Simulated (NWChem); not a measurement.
All runs are NWChem calculations. System: C₂H₈N₂Si, charge 0, spin multiplicity 1, at a geometry optimised with PBE0/def2-SVP. The structure started from a generated list of species. Level: G0W0@PBE/def2-SVP, RI basis def2-svp-rifit.

NWChem printed:

```
             Northwest Computational Chemistry Package (NWChem) 7.3.0
             --------------------------------------------------------

                                NWChem Input Module
                                -------------------

 Scaling coordinates for geometry "geometry" by  1.889725989
 (inverse scale =  0.529177249)

                             Geometry "geometry" -> ""
                             -------------------------

 Output coordinates in angstroms (scale by  1.889725989 to convert to a.u.)

  No.       Tag          Charge          X              Y              Z
 ---- ---------------- ---------- -------------- -------------- --------------
    1 Si                  14.0000    -0.02278900     0.77093300     0.91578100
    2 N                    7.0000     0.94600900     1.82762700    -0.05034300
    3 H                    1.0000     1.36825000     1.67273200    -0.96043500
    4 H                    1.0000     1.19738000     2.73542000     0.32431300
    5 N                    7.0000    -0.25110200    -0.59739700    -0.14531000
    6 C                    6.0000    -0.93005800    -1.75478800     0.38938500
    7 C                    6.0000     0.16708500    -0.76824500    -1.51221700
    8 H                    1.0000    -1.83371600    -2.00750200    -0.19799300
    9 H                    1.0000    -0.28007300    -2.65108600     0.39589100
   10 H                    1.0000    -1.24435900    -1.56335400     1.42791800
   11 H                    1.0000     0.98816800    -1.50476800    -1.61346400
   12 H                    1.0000    -0.67002300    -1.12852900    -2.13961800
   13 H                    1.0000     0.50690700     0.18060700    -1.95097400

 Effective nuclear repulsion energy (a.u.)     230.2379265633

            Nuclear Dipole moment (a.u.)
            ----------------------------
        X                 Y               Z
 ---------------- ---------------- ----------------
    -0.0000018897    -0.0000113384     0.0000170075


 Summary of "ao basis" -> "" (spherical)
 ------------------------------------------------------------------------------
       Tag                 Description            Shells   Functions and Types
 ---------------- ------------------------------  ------  ---------------------
 *                          def2-svp                  on all atoms

 new library libraries.bse/

 Summary of "ri basis" -> "" (spherical)
 ------------------------------------------------------------------------------
       Tag                 Description            Shells   Functions and Types
 ---------------- ------------------------------  ------  ---------------------
 *                       def2-svp-rifit               on all atoms

  pbe96 is a nonlocal functional; adding pw91lda local functional.

                                 NWChem DFT Module
                                 -----------------

 Summary of "ao basis" -> "ao basis" (spherical)
 ------------------------------------------------------------------------------
       Tag                 Description            Shells   Functions and Types
 ---------------- ------------------------------  ------  ---------------------
 Si                         def2-svp                 8       18   4s3p1d
 N                          def2-svp                 6       14   3s2p1d
 H                          def2-svp                 3        5   2s1p
 C                          def2-svp                 6       14   3s2p1d

 Summary of "ao basis" -> "ao basis" (spherical)
 ------------------------------------------------------------------------------
       Tag                 Description            Shells   Functions and Types
 ---------------- ------------------------------  ------  ---------------------
 Si                         def2-svp                 8       18   4s3p1d
 N                          def2-svp                 6       14   3s2p1d
 H                          def2-svp                 3        5   2s1p
 C                          def2-svp                 6       14   3s2p1d

            General Information
            -------------------
          SCF calculation type: DFT
          Wavefunction type:  closed shell.
[...]
    22      0.386362   2 N  px               25     -0.307905   2 N  px
    24      0.202668   2 N  pz               11     -0.187255   1 Si px
    23     -0.175293   2 N  py               27     -0.167581   2 N  pz
     8     -0.155519   1 Si px               26      0.144759   2 N  py
    46      0.142370   5 N  px               49     -0.103651   5 N  px

 Vector   23  Occ=2.000000D+00  E=-1.894846D-01
              MO Center= -1.8D-01,  2.3D-01,  4.3D-01, r^2= 3.6D+00
   Bfn.  Coefficient  Atom+Function         Bfn.  Coefficient  Atom+Function
  ----- ------------  ---------------      ----- ------------  ---------------
     4      0.321439   1 Si s                46      0.312000   5 N  px
     3      0.304702   1 Si s                49     -0.265637   5 N  px
    22     -0.220280   2 N  px                2      0.190386   1 Si s
    48      0.188280   5 N  pz               25      0.179709   2 N  px
    13      0.170259   1 Si pz               10      0.164060   1 Si pz

 Vector   24  Occ=2.000000D+00  E=-1.842750D-01
              MO Center= -1.3D-02,  2.9D-01,  5.8D-01, r^2= 3.6D+00
   Bfn.  Coefficient  Atom+Function         Bfn.  Coefficient  Atom+Function
  ----- ------------  ---------------      ----- ------------  ---------------
     4      0.345680   1 Si s                 3      0.325785   1 Si s
    46     -0.274621   5 N  px               13      0.227001   1 Si pz
    49      0.226156   5 N  px               47      0.212714   5 N  py
    10      0.210068   1 Si pz                2      0.202730   1 Si s
    50     -0.167223   5 N  py               24      0.162242   2 N  pz

 Vector   25  Occ=0.000000D+00  E=-3.358588D-02
              MO Center=  1.8D-02,  6.7D-01,  7.6D-01, r^2= 3.3D+00
   Bfn.  Coefficient  Atom+Function         Bfn.  Coefficient  Atom+Function
  ----- ------------  ---------------      ----- ------------  ---------------
    11      0.600412   1 Si px               12     -0.349807   1 Si py
     8      0.300075   1 Si px               13      0.269009   1 Si pz
    25     -0.233093   2 N  px               49     -0.228442   5 N  px
    46      0.216987   5 N  px               22      0.201916   2 N  px
   101      0.175295  11 H  s                 9     -0.167265   1 Si py

 Vector   26  Occ=0.000000D+00  E= 1.912522D-02
              MO Center=  6.3D-01,  1.2D+00, -6.1D-02, r^2= 6.1D+00
   Bfn.  Coefficient  Atom+Function         Bfn.  Coefficient  Atom+Function
  ----- ------------  ---------------      ----- ------------  ---------------
    21      1.151359   2 N  s                73      0.913170   7 C  s
    34     -0.674816   3 H  s                12     -0.531206   1 Si py
    39     -0.488167   4 H  s               111     -0.472218  13 H  s
    45     -0.393710   5 N  s                11     -0.361649   1 Si px
    59     -0.351779   6 C  s               101     -0.332948  11 H  s

 Vector   27  Occ=0.000000D+00  E= 3.577876D-02
              MO Center= -3.5D-01, -1.0D+00, -4.0D-01, r^2= 7.2D+00
   Bfn.  Coefficient  Atom+Function         Bfn.  Coefficient  Atom+Function
  ----- ------------  ---------------      ----- ------------  ---------------
    59      1.367617   6 C  s                73      1.322477   7 C  s
    86     -0.695071   8 H  s               101     -0.696304  11 H  s
    91     -0.691798   9 H  s               106     -0.690621  12 H  s
    96     -0.553376  10 H  s               111     -0.554053  13 H  s
    12      0.448407   1 Si py               45      0.437141   5 N  s

 center of mass
 --------------
 x =  -0.00063578 y =   0.09055407 z =   0.09992672

 moments of inertia (a.u.)
 ------------------
         739.096774312246        -197.292799903896          41.940205654558
        -197.292799903896         362.000748658200         -93.171885258934
          41.940205654558         -93.171885258934         621.356859170353

     Multipole analysis of the density
     ---------------------------------

     L   x y z        total         alpha         beta         nuclear
     -   - - -        -----         -----         ----         -------
     0   0 0 0     -0.000000    -24.000000    -24.000000     48.000000

     1   1 0 0      0.365132      0.182567      0.182567     -0.000002
     1   0 1 0     -0.054692     -0.027340     -0.027340     -0.000011
     1   0 0 1     -0.818633     -0.409325     -0.409325      0.000017

     2   2 0 0    -28.636776    -53.686323    -53.686323     78.735869
     2   1 1 0      2.609254    -58.015654    -58.015654    118.640562
     2   1 0 1     -0.348020     13.501816     13.501816    -27.351652
     2   0 2 0    -25.797979   -162.117369   -162.117369    298.436759
     2   0 1 1     -1.141497    -24.862537    -24.862537     48.583577
     2   0 0 2    -30.549586    -88.101767    -88.101767    145.653947

 Task  times  cpu:       41.4s     wall:       41.4s

                                NWChem Input Module
                                -------------------

                                 NWChem GW Module
                                 ----------------

                             ***********************
                             ***        GW       ***
                             ***********************

 Summary of "ri basis" -> "ri basis" (spherical)
 ------------------------------------------------------------------------------
       Tag                 Description            Shells   Functions and Types
 ---------------- ------------------------------  ------  ---------------------
 Si                      def2-svp-rifit             20       62   8s5p5d2f
 N                       def2-svp-rifit             16       48   6s5p4d1f
 H                       def2-svp-rifit              6       14   3s2p1d
 C                       def2-svp-rifit             16       48   6s5p4d1f

                 Memory Information
                 ------------------
          Available GA per process is          1699.9 MBs
          Available stack per process is        700.0 MBs
          Available heap per process is           0.0 MBs

          Peak memory in Initialization
              Peak GA per process is                  9.3 MBs
              Peak stack per process is               0.1 MBs
              Peak heap per process is                9.7 MBs
              Memory not in MA per process            0.0 MBs

          Peak memory in AFF Calculation
              Peak GA per process is                 49.8 MBs
              Peak stack per process is              35.6 MBs
              Peak heap per process is                0.0 MBs
              Memory not in MA per process           35.6 MBs

          Computing 2-center integrals
          Computing Inverse Cholesky factor
          Computing 3-center integrals
          Computing V_xc ...

          Computing Sigma_x
          Computing RPA polarizability
          Solving quasiparticle equations

                  Alpha Orbitals
          State     Energy (eV)     Error (eV)
          -----------------------------------
@GW        21        -11.601           0.004
@GW        22         -8.736           0.005
@GW        23         -7.563           0.002
@GW        24         -7.425           0.002
@GW        25          2.049           0.002
@GW        26          3.368           0.002

   Applying  -2.4110 eV scissor-shift to rest of particle states

   Applying   2.9633 eV scissor-shift to rest of hole states

     GW Timing Statistics
   ------------------------
   Init.   :          0.1s
     ERIs  :          2.6s
     Distr.:          0.0s
     Vxc   :          2.6s
   Sigma_x :          0.0s
   RPA     :          6.9s
   Wmn     :          0.1s
   Sigma_c :          0.1s
   GW total:         12.4s

 Task  times  cpu:       12.4s     wall:       12.4s

 Total times  cpu:       53.9s     wall:       53.9s
```

Q: Write an NWChem input that would produce this output.

A: One answer among several that fit: 
```
start mol
memory heap 200 mb stack 700 mb global 1700 mb
geometry units angstroms nocenter noautoz noautosym
  Si    -0.022789     0.770933     0.915781
  N      0.946009     1.827627    -0.050343
  H      1.368250     1.672732    -0.960435
  H      1.197380     2.735420     0.324313
  N     -0.251102    -0.597397    -0.145310
  C     -0.930058    -1.754788     0.389385
  C      0.167085    -0.768245    -1.512217
  H     -1.833716    -2.007502    -0.197993
  H     -0.280073    -2.651086     0.395891
  H     -1.244359    -1.563354     1.427918
  H      0.988168    -1.504768    -1.613464
  H     -0.670023    -1.128529    -2.139618
  H      0.506907     0.180607    -1.950974
end
basis spherical
  * library def2-svp
end
basis "ri basis" bse spherical
  * library def2-svp-rifit
end
dft
  xc xpbe96 cpbe96
  iterations 100
  direct
  tolerances tight
end
task dft energy
gw
  states alpha occ 4 vir 2
end
task dft gw
```
